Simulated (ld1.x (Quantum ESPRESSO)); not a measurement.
What one change does to a pseudopotential (thallium, TM semilocal)

| Item | Value |
| --- | --- |
| Element | thallium (Tl) |
| Generator | ld1.x (Quantum ESPRESSO) 7.5 |
| Type | norm-conserving Troullier–Martins (semilocal form) |
| Functional | PBE |
| Relativity | scalar-relativistic |
| Frozen core | [Xe] 4f14 |
| Valence charge | 13 |
| Reference configuration | 5d10 6s2 6p1 |
| Partial waves | 6p (bound): rc 2.90 bohr; 5d (bound): rc 1.60 bohr; 6s (bound): rc 2.25 bohr |
| Local potential | the s channel |
| Core correction | none |

Change: wave 6p (bound): rc 2.90 bohr becomes 6p (bound): rc 3.24 bohr.

Cutoffs: the cutoffs (Ry, on a coarse ladder) from which the occupation-weighted sum of valence levels, in a spherical-Bessel basis at the reference potential, stays within 10 and 1 mRy of its value at 400 Ry; they do not see the model core or the augmentation charge, which bear on the density cutoff. Errors are all-electron minus pseudo energies relative to the spin-unpolarised reference configuration.

Task: How do hardness, ghosts and transferability respond?

Result: The potential gets neither clearly harder nor softer (50 Ry and 80 Ry → 50 Ry and 80 Ry); of the 7 tests that both files solve, the error grows in 3 and shrinks in 3 by more than 15 % and 0.3 meV (median size 2.8 → 9.7 meV); neither file shows a bound ghost. A semilocal file is local in each channel, so a ghost entry of none says nothing of the separable form that plane-wave codes build from it.

| quantity | base | changed |
| --- | --- | --- |
| cutoff, loose | 50 Ry | 50 Ry |
| cutoff, tight | 80 Ry | 80 Ry |
| bound ghosts | none | none |
| error for 5d10 6s2 6p0, meV [ΔE 5.17 eV] | -2.4 | -3.0 |
| error for 5d10 6s1 6p0, meV [ΔE 25.95 eV] | -1.8 | -7.1 |
| error for 5d10 6s0 6p0, meV [ΔE 56.09 eV] | +21 | +9.7 |
| error for 5d10 6s0 6p3, meV [ΔE 15.21 eV] | +2.8 | +23 |
| error for 5d10 6s2 6p0.5, meV [ΔE 1.85 eV] | -0.8 | -0.8 |
| error for 5d9 6s2 6p1, meV [ΔE 21.24 eV] | -40 | -25 |
| error for 5d9 6s0 6p0, meV [ΔE 107.88 eV] | +116 | +89 |
